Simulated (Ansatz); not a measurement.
The same path of C2H11BOSi2 (17 atoms, charge 0, multiplicity 1) was run twice with different band settings. The coordinate that changes most is the dihedral C3–B4–Si6–H15.

These are results of RKS PBE-D4/STO-3G in Ansatz, not measurements.

Relaxed end points:

```xyz
17
Properties=species:S:1:pos:R:3
C -0.344 -2.139 -0.129
Si 1.266 -1.243 -0.511
C 1.350 0.456 0.327
B 0.159 1.387 -0.133
O 0.444 2.188 -1.217
Si -1.605 1.378 0.777
H -1.213 -1.606 -0.549
H -0.339 -3.156 -0.555
H -0.504 -2.232 0.957
H 2.384 -2.060 -0.055
H 1.390 -1.079 -1.954
H 1.334 0.288 1.419
H 2.333 0.895 0.069
H -0.392 2.734 -1.468
H -1.761 0.279 1.718
H -2.706 1.295 -0.177
H -1.815 2.613 1.523
```

```xyz
17
Properties=species:S:1:pos:R:3
C -0.282 -2.211 -0.090
Si 1.283 -1.249 -0.497
C 1.306 0.462 0.319
B 0.115 1.377 -0.176
O 0.383 2.098 -1.319
Si -1.623 1.474 0.775
H -1.179 -1.721 -0.503
H -0.236 -3.231 -0.506
H -0.426 -2.301 1.000
H 2.438 -2.012 -0.038
H 1.391 -1.100 -1.942
H 1.277 0.313 1.413
H 2.285 0.915 0.071
H -0.451 2.646 -1.575
H -2.590 2.278 0.035
H -1.481 2.092 2.087
H -2.229 0.167 0.987
```

Common settings: climbing image yes; spring 5.0 eV/Å²; optimiser quadratic models (default); start path through a guess of the saddle point; force threshold 0.03 eV/Å; end points relaxed.

| run | movable images | iteration limit |
| --- | --- | --- |
| 1 | 5 | 59 |
| 2 | 3 | 60 |

(1) What does each run give, and how far can it be trusted?

## Answers

(1) Run 1: converged after 24 iterations, highest image 0.000 eV above the first end. The highest image is an end point: on this band no image between the ends rises above it. Inner images lie up to 0.003 eV below the lower end, so the ends aren't the lowest states on this path. Between wells the path still climbs a hump at image 4, 0.01 eV above the well before it.
Run 2: converged after 22 iterations, highest image 0.000 eV above the first end. A structure lower than the first end lies on the path between it and the top, so the climb from that side starts below the end, which may itself be a saddle point or a shallow side well. The top lies less than 8 meV above the higher end, about what the thresholds resolve: that end is a shoulder or a very shallow well. The order of the stationary point at the top wasn't checked. So few images can step over the top or miss a turn of the path.
Limits of this set-up: minimal basis.
